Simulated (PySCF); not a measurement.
Si(Cl)(H)2(NHMe) (CH6ClNSi), SMILES CN[SiH2]Cl.

Coordinates come from a B3LYP-D3(BJ)/def2-SVP optimisation. Other conformers were not sampled.

The numbers are results of B3LYP-D3(BJ)/def2-SVP (PySCF 2.14.0), not measurements.

Frequencies are harmonic and unscaled.

```tsv
mode	ν (cm⁻¹)	IR (km/mol)	moving atoms (share of kinetic energy)
1	76	1.9	C 34 %, Cl 25 %, H 24 %, Si 11 %
2	134	1.8	H 94 %
3	230	2.5	H 38 %, N 31 %, C 13 %, Cl 11 %
4	295	5.3	N 38 %, H 25 %, Si 19 %, C 9 %, Cl 9 %
5	471	36.4	H 69 %, N 12 %, Cl 10 %
6	518	147.8	Si 43 %, Cl 34 %, H 18 %
7	620	50.7	H 64 %, Si 24 %
8	760	6.3	H 67 %, Si 13 %, N 12 %, C 8 %
9	815	32.8	H 61 %, N 24 %, Si 12 %
10	915	275.3	H 85 %, Si 13 %
11	929	126.0	H 93 %
12	1101	5.6	H 81 %, C 11 %
13	1140	0.9	H 76 %, C 19 %
14	1150	105.1	N 46 %, C 34 %, H 19 %
15	1400	45.1	H 68 %, N 22 %, C 10 %
16	1452	9.2	H 87 %, C 13 %
17	1467	7.3	H 96 %
18	1496	7.7	H 96 %
19	2254	82.3	H 98 %
20	2265	131.3	H 96 %
21	2992	69.4	H 96 %
22	3064	33.9	H 91 %, C 9 %
23	3103	20.0	H 91 %, C 9 %
24	3581	22.6	H 93 %
```
